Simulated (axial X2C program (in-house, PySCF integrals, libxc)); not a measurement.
Potential curves of ZrCl, 2c

Computed with an axial X2C code built on PySCF integrals. Two-component (2c) means X2C with spin–orbit coupling and atomic mean-field two-electron Coulomb and Gaunt terms. Basis: Zr dyall-cv3z [11s12p9d6f3g], Cl dyall-av3z [9s8p3d2f] (cores contracted in-house); Gaussian nuclei, density fitting, unrestricted open shells. Masses: Zr 89.905 u, Cl 34.969 u.

State: Ω = 3/2 (⟨Sz⟩ = 1.50, ⟨Lz⟩ = 0.00 at HF). Energies in cm⁻¹ from the lowest point of each curve. Fits are polynomials in 1 − R0/R over 0.85 to 1.23 times the lowest point R0.

```json
{"R (Å)": "2.1267", "MP2": "4155", "HF": "5814"}
{"R (Å)": "2.1968", "MP2": "1857", "HF": "2986"}
{"R (Å)": "2.2669", "MP2": "548", "HF": "1226"}
{"R (Å)": "2.3370", "MP2": "0", "HF": "293"}
{"R (Å)": "2.4188", "MP2": "82", "HF": "0"}
{"R (Å)": "2.5006", "MP2": "733", "HF": "339"}
{"R (Å)": "2.6058", "MP2": "2137", "HF": "1422"}
```

Correlated methods: 11 electrons correlated (number of frozen shells: Zr 4 s, 3 p, 1 d; Cl 2 s, 1 p), 307 virtual spin orbitals or spinors in MP2.

The state is a single determinant with fixed occupations, the lowest that a limited PBE0 search found. Other states lie close and PBE0, whose exact exchange favours high spin, may order them wrongly; the determinant shown need not be the ground state. The nearest other 2c determinant of the search, Ω = 3/2, lies 0.12 eV up at the distance of the search. With several unpaired electrons one determinant need not be a pure state. The outer-core s and p shells of the metal are frozen in the correlated rows, which leaves out core–valence correlation; for alkali and alkaline-earth bonds that tends to lengthen them. This is the top spin component of a Σ state; components of lower Ω are not single determinants and can lie lower. With the outer-core shells frozen, correlated bond lengths of heavy atoms tend to come out a few hundredths of an ångström too long. MP2 and coupled cluster on one determinant become unreliable at the stretched end.

Question: What are Re and ωe at the MP2 level?

Answer: At MP2, 2c: Re = 2.367 Å, ωe ≈ 373 cm⁻¹; Be follows as 0.12 cm⁻¹.

Question: What are Re and ωe at the HF level?

Answer: At HF, 2c: Re = 2.411 Å, ωe ≈ 360 cm⁻¹; Be follows as 0.115 cm⁻¹.
